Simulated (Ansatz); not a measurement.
Reaction (cleavage of the B–Al bond): `[BH2][Al]1[CH2][NH]1` + `N[SiH]1CN1` → `BN[SiH]1CN1` + `[CH2]1[NH][AlH]1`

Calculated with Ansatz (gas phase, PBE0-D4/def2-TZVP geometries, no zero-point term in ΔE). CCSD(T)/CBS is the MP2 limit (def2-TZVPP, def2-QZVPP) plus CCSD(T) − MP2 in def2-TZVPP, frozen cores. DFT in def2-TZVPP. Each species was taken in one conformer, which may not be the lowest.

(1) Is it downhill or uphill in electronic energy at CCSD(T)/CBS, and by how much? (Estimate.)

(2) What do these levels give: r2SCAN-D4, PBE0-D4, PBE0, HF/def2-TZVPP, CCSD(T)/def2-TZVPP, CCSD/CBS(def2)? (An estimate is asked.)

Largest T1 diagnostic among the species: 0.016.

## Answers

(1) Ansatz gave: Downhill: ΔE = -158.3 kJ/mol.

(2) Ansatz gave: r2SCAN-D4 -156.5, PBE0-D4 -154.4, PBE0 -152.8, HF/def2-TZVPP -157.2, CCSD(T)/def2-TZVPP -159.6, CCSD/CBS(def2) -156.7 kJ/mol.

The D4 term adds −3.1 kJ/mol with B3LYP and −1.6 kJ/mol with PBE0; it sums over pairs of atoms, weighted by their polarisabilities, and B3LYP, whose exchange is more repulsive, gets the larger term. From PBE to PBE0 (25 % exact exchange), in def2-TZVPP and without D4, ΔE moves by −3.3 kJ/mol.

B3LYP here is the variant with VWN-RPA as its local correlation; programs differ in this.
